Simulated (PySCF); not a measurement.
These compounds are isomers of formula C₈H₈N₂.

A. SMILES C1=C(C#C)N=NC(C)=C1C
B. `C#Cc1ccnnc1CC`
C. `C#Cc1cnncc1CC`
D. SMILES Cc1ccc2nccn2c1

Spectrum 1. ¹H NMR (500 MHz, computed): δ 8.14 (s, 1H), 7.91 (d, 1H), 7.87 (m, 1H), 7.51 (m, 1H), 7.26 (d, 1H), 2.48 (s, 3H). ¹³C{¹H} NMR (computed): δ 148.5 (C), 141.4 (CH), 129.8 (CH), 127.5 (C), 126.4 (CH), 125.2 (CH), 113.5 (CH), 21.4 (CH3).

Spectrum 2. ¹H NMR (500 MHz, computed): δ 7.45 (s, 1H), 3.02 (s, 1H), 2.86 (s, 3H), 2.31 (s, 3H). ¹³C{¹H} NMR (computed): δ 160.4 (C), 149.7 (C), 138.7 (C), 136.9 (CH), 90.5 (CH), 87.1 (C), 23.8 (CH3), 21.4 (CH3).

Spectrum 3. ¹H NMR (500 MHz, computed): δ 9.53 (s, 1H), 9.50 (s, 1H), 3.36 (s, 1H), 2.83 (q, 2H), 1.29 (t, 3H). ¹³C{¹H} NMR (computed): δ 156.8 (CH), 155.3 (CH), 149.9 (C), 123.2 (C), 99.7 (CH), 83.5 (C), 29.7 (CH2), 18.3 (CH3).

Spectrum 4. ¹H NMR (500 MHz, computed): δ 9.50 (d, 1H), 7.48 (d, 1H), 3.44 (q, 2H), 3.36 (s, 1H), 1.44 (t, 3H). ¹³C{¹H} NMR (computed): δ 170.3 (C), 153.4 (CH), 133.8 (CH), 122.6 (C), 99.0 (CH), 84.8 (C), 34.5 (CH2), 16.9 (CH3).

[PySCF 2.14.0 with density-fitted response routines: shielding tensors at PBE0/pcSseg-1 (GIAO); GFN2-xTB structure; non-relativistic Hamiltonian; equivalent nuclei averaged; isolated molecule; a single conformation]

Scale: ¹H (31.72 ppm), ¹³C (186.93 ppm) against TMS (reference shieldings calculated alike). Where no couplings were computed, multiplicities follow the n + 1 count of equivalent neighbours, and m marks all less simple cases (inequivalent or close neighbours, rings, F or P nearby). Shifts are as computed. Against solution values, carbons near 30 ppm lie about +3 ppm off and those near 130 ppm about +5 ppm. Of 1211 compounds with measured shifts, 218 miss one by over three times the rms of a fit or turn the order of signals round; such compounds aren't used in these exercises.

Question: Match each spectrum to its structure.

Answer: 1–D, 2–A, 3–C, 4–B.

- Spectrum 1 (D): 8 ¹³C signals; δC 141.4 is an aromatic CH next to a ring nitrogen; δC 129.8 is an aromatic CH.
- Spectrum 2 (A): 8 ¹³C signals; δC 136.9 is an aromatic CH; δC 90.5 is a terminal alkyne carbon.
- Spectrum 3 (C): 8 ¹³C signals; δC 156.8 is an aromatic CH next to a ring nitrogen; δC 155.3 is an aromatic CH next to a ring nitrogen.
- Spectrum 4 (B): 8 ¹³C signals; δC 153.4 is an aromatic CH next to a ring nitrogen; δC 133.8 is an aromatic CH.
